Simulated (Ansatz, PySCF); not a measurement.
Process, species as SMILES: NC1CCC1 -> [CH]1CCC1 + [NH2] (NH2) (the C-N bond at the site shown breaks; other sites are not compared here)
Structures are relaxed separately at B3LYP-D3(BJ)/def2-TZVP in Ansatz (an electronic-structure program), one conformer each, not searched for the lowest.

Wanted: bond dissociation energy (0 K, with B3LYP-D3(BJ) harmonic zero-point energies from PySCF), in kJ/mol. Cores are frozen in the correlated levels unless marked. Open shells are spin-unrestricted. No spin-orbit coupling. Non-relativistic. CBS marks a two-point X^-3 extrapolation of the correlation energy; Hartree-Fock from the larger set. The bracket is a focal-point correction in the basis named.

Level to compare with: RI-MP2/CBS(cc-pVTZ,cc-pVQZ)+[CCSD(T)-MP2]/cc-pVDZ (Ansatz), 364.6 kJ/mol. It is a level with limits of its own, and the differences hold the functionals' basis error too.

Task: Rank these functionals by how close they come to RI-MP2/CBS(cc-pVTZ,cc-pVQZ)+[CCSD(T)-MP2]/cc-pVDZ, closest first: SVWN5/def2-TZVPD (Ansatz); BLYP/def2-TZVPD (Ansatz); wB97X-V/def2-TZVPD (Ansatz); B3LYP/def2-TZVPD (Ansatz).

Result: wB97X-V/def2-TZVPD (range-separated hybrid with VV10, 356.3 kJ/mol, difference -8.3), B3LYP/def2-TZVPD (global hybrid, 321.7 kJ/mol, difference -42.9), BLYP/def2-TZVPD (GGA, 313.8 kJ/mol, difference -50.8), SVWN5/def2-TZVPD (LDA, 434.9 kJ/mol, difference 70.3)
